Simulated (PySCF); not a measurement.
B(OH)2(OEt) (C2H7BO3), SMILES CCOB(O)O. Atoms are numbered in the order given.

```xyz
13

B      0.0051     0.9461    -0.0391
O      0.3323     2.0785    -0.7323
H     -0.2837     2.8057    -0.6264
O     -1.0985     0.8187     0.7691
H     -1.6386     1.6071     0.8493
O      0.8460    -0.1072    -0.1759
C      0.5910    -1.3391     0.4585
C     -0.3673    -2.1942    -0.3431
H      1.5623    -1.8493     0.5608
H      0.1933    -1.1746     1.4746
H      0.0118    -2.3451    -1.3652
H     -0.4957    -3.1810     0.1280
H     -1.3554    -1.7139    -0.4049
```

Geometry optimised at PBE0-D3(BJ)/def2-SVP. One conformer was computed; it need not be the lowest.

Two levels are set side by side: PBE/pcSseg-1 (PySCF) and PBE0/pcSseg-1 (PySCF). GIAO shifts against BF3 (¹¹B), H2O (¹⁷O), TMS (¹H), TMS (¹³C) at the same level; non-relativistic, no solvent, atoms listed together averaged. Differences are taken from unrounded values.

```json
[
 {"quantity": "δ(¹¹B) of B1 (ppm)", "PBE0": "6.2"},
 {"quantity": "δ(¹H) of H3, H5 (ppm)", "PBE0": "2.26"},
 {"quantity": "δ(¹⁷O) of O6 (ppm)", "PBE0": "95.8"},
 {"quantity": "δ(¹³C) of C7 (ppm)", "PBE0": "62.7"},
 {"quantity": "δ(¹³C) of C8 (ppm)", "PBE0": "20.8"}
]
```

Question: What does PBE give, and how far is it from PBE0? (The exact figures need the calculation; the answer reports its results.)

Answer: 
| quantity | PBE | PBE minus PBE0 |
|---|---|---|
| δ(¹¹B) of B1 (ppm) | 5.5 | -0.6 |
| δ(¹H) of H3, H5 (ppm) | 2.11 | -0.15 |
| δ(¹⁷O) of O6 (ppm) | 108.9 | 13.1 |
| δ(¹³C) of C7 (ppm) | 65.4 | 2.7 |
| δ(¹³C) of C8 (ppm) | 21.0 | 0.2 |

Rough cost on one machine, each run with all the roots and properties that it gave: PBE0 against PBE within a factor of 2.
